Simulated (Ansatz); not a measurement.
H₂O + `[Cu][Br]` → `[OH2+][Cu-][Br]`  (adduct formation)

Program: Ansatz. Geometries: PBE0-D4/def2-TZVP. ΔE: electronic, gas phase. CCSD(T)/CBS is the MP2 limit (def2-TZVPP, def2-QZVPP) plus CCSD(T) − MP2 in def2-TZVPP, frozen cores. This one scheme is used for every species. Functionals use def2-TZVPP. For Br, Cu outer-core shells are correlated without core-valence functions, which leaves a few kJ/mol of doubt a bond. Scalar relativity is left out up to krypton. Each species was taken in one conformer, which may not be the lowest.

Task: Is it downhill or uphill in electronic energy at CCSD(T)/CBS, and by how much? (Best estimate.)

Result: The calculation gave: Downhill: ΔE = -26.6 kcal/mol.

Task: What do these levels give: LDA (SPW92), BLYP-D4, r2SCAN-D4, ωB97X-V, B2PLYP, r2SCAN, r2SCANh, r2SCAN0, CAM-B3LYP, MP2/def2-TZVPP, SCS-MP2/def2-QZVPP, CCSD/CBS(def2)? (Estimate.)

Result: The calculation gave: LDA (SPW92) -37.9, BLYP-D4 -27.1, r2SCAN-D4 -31.1, ωB97X-V -27.6, B2PLYP -27.1, r2SCAN -30.9, r2SCANh -29.9, r2SCAN0 -28.4, CAM-B3LYP -28.3, MP2/def2-TZVPP -27.9, SCS-MP2/def2-QZVPP -25.8, CCSD/CBS(def2) -24.9 kcal/mol.

Largest T1 diagnostic among the species: 0.020, so the coupled-cluster value is less sure than usual.

From r2SCAN to r2SCAN0 (25 % exact exchange), in def2-TZVPP and without D4, ΔE moves by +2.5 kcal/mol. At CCSD(T), def2-SVP lies −3.7 kcal/mol from the extrapolated value and def2-TZVPP +0.8 kcal/mol.
